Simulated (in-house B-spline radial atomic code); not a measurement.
F II (F+): [He] 2s2 2p(2 up, 2 down)

Level of theory: non-relativistic PBE0, spin-polarised, spherical fractional occupations, point nucleus; calculated with an all-electron radial atomic-structure program (B-spline basis).

Effective charges: Z_r = [3n² - l(l+1)]/(2<r>) from the radius, Z_e = n√(-2ε) from the energy, and Slater's rules. Values are occupation-weighted means over spin.

| shell | electrons | ε (eV) | <r> (bohr) | Z_r | Z_e | Slater |
| --- | --- | --- | --- | --- | --- | --- |
| 1s | 2 | -698.22 | 0.1763 | 8.51 | 7.16 | 8.70 |
| 2s | 2 | -51.081 | 0.9596 | 6.25 | 3.88 | 5.55 |
| 2p | 4 | -29.453 | 0.9889 | 5.06 | 2.94 | 5.55 |

The least bound orbital is 2p up at -29.45 eV, and it is also the most diffuse (<r> = 0.9889 bohr).

Caution: exact exchange at fractional occupations of open shells leaves self-interaction of up to several eV.
